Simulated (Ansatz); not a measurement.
Computed with Ansatz on PBE0-D4/def2-TZVP structures; ΔE is electronic, products minus reactants. CCSD(T)/CBS adds triple-zeta CCSD(T) − MP2 to the extrapolated MP2 energy (def2 sets, frozen cores). Functionals use def2-TZVPP. B3LYP here is the variant with VWN-RPA as its local correlation; programs differ in this. For Br outer-core shells are correlated without core-valence functions, which leaves a few kJ/mol of doubt a bond. Scalar relativity is left out up to krypton. Each species was taken in one conformer, which may not be the lowest.

`[BH2][AlH][CH2]OC` + `OB(O)Br` → `CO[CH2][AlH][OH]` + `BB(O)Br`  (redistribution)

```csv
level,ΔE (kJ/mol),difference from CCSD(T)/CBS
PBE-D4,-18.8,24.0
BLYP-D4,-38.0,4.8
r2SCANh-D4,-30.2,12.6
BHLYP-D4,-45.6,-2.8
ωB97X-V,-39.8,3.0
ωB97M-V,-37.5,5.3
BLYP,-42.9,-0.1
r2SCAN,-29.3,13.5
B3LYP,-43.8,-1.0
r2SCANh,-30.6,12.2
BHLYP,-48.0,-5.2
MP2/def2-SVP,-26.3,16.5
CCSD(T)/def2-SVP,-20.0,22.8
SCS-MP2/def2-TZVPP,-50.9,-8.1
MP2/def2-QZVPP,-49.1,-6.3
CCSD/CBS(def2),-46.7,-3.9
CCSD(T)/CBS,-42.8,0
```

Largest T1 diagnostic among the species: 0.014.

At CCSD(T), def2-SVP lies +22.8 kJ/mol from the extrapolated value and def2-TZVPP +3.2 kJ/mol. From BLYP to BHLYP (50 % exact exchange), in def2-TZVPP and without D4, ΔE moves by −5.1 kJ/mol.
